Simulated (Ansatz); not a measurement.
Ansatz (a first-principles code) input (r2SCANh/def2-TZVPD):

Ansatz 0.2 input:
```yaml
crystal:
  periodic: [false, false, false]
  atoms:
    - {symbol: C, position_ang: [-1.42452186, 0.19862966, -1.20356244]}
    - {symbol: N, position_ang: [-0.62717998, -0.13047235, -0.04051516]}
    - {symbol: C, position_ang: [-1.36501531, -0.77893752, 1.02336132]}
    - {symbol: B, position_ang: [0.74955699, 0.15593046, 0.04842058]}
    - {symbol: O, position_ang: [1.42596507, -0.19944872, 1.20616921]}
    - {symbol: O, position_ang: [1.36632395, 0.78032904, -1.02579032]}
    - {symbol: H, position_ang: [-2.24482869, 0.87678412, -0.93878931]}
    - {symbol: H, position_ang: [-0.80800007, 0.68038644, -1.95757916]}
    - {symbol: H, position_ang: [-1.87093448, -0.70218552, -1.64191085]}
    - {symbol: H, position_ang: [-0.70599491, -0.99534305, 1.85977670]}
    - {symbol: H, position_ang: [-2.18286629, -0.14112729, 1.38003965]}
    - {symbol: H, position_ang: [-1.80897209, -1.72009693, 0.67691811]}
    - {symbol: H, position_ang: [2.35998276, 0.01696425, 1.21685624]}
    - {symbol: H, position_ang: [2.30299963, 0.95307670, -0.91563255]}
basis:
  gaussian:
    orbitals: def2-TZVPD
hamiltonian:
  xc: {name: r2SCANh}
output: {forces: true}
```

End of the output:

```
integrals: 0.27 GiB planned
1468 factors; their error is unknown
0.52 GiB of the device are held for the grids
1.80 GiB of device memory are held for the factors and their scratch space
mean field: 2.07 GiB planned
mean field evaluation 1: about -8452.3835 eV, gradient 8.9e1 eV
mean field evaluation 2: about -8435.2350 eV, gradient 1.3e2 eV
mean field evaluation 4: about -8466.9712 eV, gradient 6.0e0 eV
mean field evaluation 8: about -8467.0452 eV, gradient 2.1e-1 eV
mean field evaluation 16: about -8467.0206 eV, gradient 3.1e-4 eV
mean field -8467.02057977 eV, -311.1572671537 hartree, gradient 3.6e-5 eV, S^2 0.000000; 0 other end points of the search recorded, 0 dependent functions left out
the calculation of the forces begins
reference -8467.02059881 eV, -311.1572678535 hartree; 24, 24 occupied and 276, 276 virtual orbitals, 1468 factors
Total energy: -8467.02059881 eV, -311.1572678535 hartree
Atom 0 at    -1.424522     0.198630    -1.203562 Å, force     0.044867    -0.039641     0.112878 eV/Å
Atom 1 at    -0.627180    -0.130472    -0.040515 Å, force    -0.060177    -0.012519    -0.003887 eV/Å
Atom 2 at    -1.365015    -0.778938     1.023361 Å, force     0.038979     0.057083    -0.107462 eV/Å
Atom 3 at     0.749557     0.155930     0.048421 Å, force     0.112463     0.023396     0.007265 eV/Å
Atom 4 at     1.425965    -0.199449     1.206169 Å, force     0.006964     0.034598    -0.073992 eV/Å
Atom 5 at     1.366324     0.780329    -1.025790 Å, force     0.010950    -0.030871     0.075149 eV/Å
Atom 6 at    -2.244829     0.876784    -0.938789 Å, force     0.025309    -0.016713     0.008889 eV/Å
Atom 7 at    -0.808000     0.680386    -1.957579 Å, force     0.004324    -0.006194     0.016208 eV/Å
Atom 8 at    -1.870934    -0.702186    -1.641911 Å, force     0.018231     0.013179     0.022201 eV/Å
Atom 9 at    -0.705995    -0.995343     1.859777 Å, force     0.003471     0.007815    -0.015704 eV/Å
Atom 10 at    -2.182866    -0.141127     1.380040 Å, force     0.024552    -0.004279    -0.019437 eV/Å
Atom 11 at    -1.808972    -1.720097     0.676918 Å, force     0.017474     0.025613    -0.006126 eV/Å
Atom 12 at     2.359983     0.016964     1.216856 Å, force    -0.124585    -0.011257    -0.040970 eV/Å
Atom 13 at     2.303000     0.953077    -0.915633 Å, force    -0.122822    -0.040211     0.024988 eV/Å
Dipole moment:     0.280521     0.058357     0.018121 e Å
```
